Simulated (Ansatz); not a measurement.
Two members of one family (X3Sn-Y-SiH3), computed with Ansatz in the gas phase; def2 core potentials for Sn, no spin–orbit coupling. Binding counts from free atoms in the multiplicity of their measured ground term, without zero-point energy. A dash marks a value that wasn't run or was left out as unsound. The structures are stationary points that may keep the symmetry of their start. Remarks come from the PBE and PBE0 runs and from stability tests at other levels; not every state was tested. HOMO above LUMO (over both spins in singlets and doublets, within one spin in higher multiplets; at PBE or PBE0), or a gap under 0.15 eV within one spin, warns that the state may not be the lowest or that an electron is smeared out.

First: (F)3Sn-S-SiH3 (singlet, charge 0, PBE-D4/def2-SVP geometry).

```xyz
9

Sn    1.3429   -0.4682    0.9052
F    -0.2836   -1.5214    1.1275
F     2.7641   -1.7069    0.4566
F     1.8181    0.1960    2.6628
S     0.8283    1.1858   -0.7441
Si   -1.2844    0.6300   -1.0278
H    -1.4120   -0.7522   -1.5871
H    -2.0590    0.7841    0.2444
H    -1.7143    1.6528   -2.0376
```

```tsv
level	HOMO (eV)	LUMO (eV)	gap (eV)	vertical triplet (eV)	binding per atom (eV)
PBE-D4/def2-SVP	-7.24	-4.10	3.15	–	3.31
r2SCAN-D4/def2-TZVP	-7.73	-4.16	3.56	3.62	3.31
B3LYP-D4/def2-TZVP	-8.45	-3.74	4.71	–	3.26
PBE0-D4/def2-SVP	-8.60	-3.28	5.33	–	3.17
PBE0-D4/def2-TZVP	-8.69	-3.42	5.26	3.66	3.23
```

Second: (NMe2)3Sn-NH-SiH3 (singlet, charge 0, PBE-D4/def2-SVP geometry).

| atom | x (Å) | y (Å) | z (Å) |
| --- | --- | --- | --- |
| Sn1 | -0.2311 | -0.1030 | -0.0615 |
| N2 | 0.4101 | 0.2119 | 1.8666 |
| C3 | 1.5845 | -0.5061 | 2.3253 |
| C4 | -0.5937 | 0.4094 | 2.8945 |
| N5 | 1.5266 | -0.0544 | -1.1326 |
| C6 | 2.4216 | 1.0674 | -0.9327 |
| C7 | 1.5609 | -0.6111 | -2.4693 |
| N8 | -1.7519 | 1.2795 | -0.3003 |
| C9 | -2.6553 | 1.1367 | -1.4246 |
| C10 | -1.4459 | 2.6598 | 0.0269 |
| N11 | -1.0950 | -1.9121 | -0.5653 |
| Si12 | -0.3541 | -3.4641 | -0.2331 |
| H13 | 2.2864 | -0.6857 | 1.4843 |
| H14 | 1.3483 | -1.5004 | 2.7850 |
| H15 | 2.1300 | 0.0843 | 3.1006 |
| H16 | -0.9232 | -0.5420 | 3.3856 |
| H17 | -1.4947 | 0.8983 | 2.4716 |
| H18 | -0.2019 | 1.0688 | 3.7064 |
| H19 | 2.2440 | 1.9168 | -1.6417 |
| H20 | 3.4844 | 0.7522 | -1.0740 |
| H21 | 2.3300 | 1.4635 | 0.0999 |
| H22 | 1.3565 | 0.1432 | -3.2742 |
| H23 | 0.8158 | -1.4253 | -2.5741 |
| H24 | 2.5654 | -1.0476 | -2.6877 |
| H25 | -2.3025 | 1.6508 | -2.3566 |
| H26 | -3.6550 | 1.5691 | -1.1834 |
| H27 | -2.8106 | 0.0681 | -1.6796 |
| H28 | -2.3713 | 3.2011 | 0.3394 |
| H29 | -1.0096 | 3.2402 | -0.8273 |
| H30 | -0.7303 | 2.7122 | 0.8724 |
| H31 | -2.1196 | -1.8807 | -0.5032 |
| H32 | 1.1338 | -3.2694 | -0.3277 |
| H33 | -0.6636 | -4.0349 | 1.1341 |
| H34 | -0.7894 | -4.4964 | -1.2433 |

Q: Estimate how these quantities change from the first to the second (second minus first).

A: 
```
              level  Δ HOMO (eV)  Δ LUMO (eV)  Δ gap (eV)  Δ vertical triplet (eV)  Δ binding per atom (eV)
    PBE-D4/def2-SVP         2.78         2.68       -0.10                        –                     0.52
r2SCAN-D4/def2-TZVP         2.88         2.71       -0.17                    -0.43                     0.42
 B3LYP-D4/def2-TZVP         2.76         2.75        0.00                        –                     0.49
   PBE0-D4/def2-SVP         2.83         2.84        0.01                        –                     0.59
  PBE0-D4/def2-TZVP         2.80         2.71       -0.09                    -0.10                     0.51
```

Remarks: gap within one spin near zero at PBE or PBE0 (triplet), HOMO above LUMO (triplet).
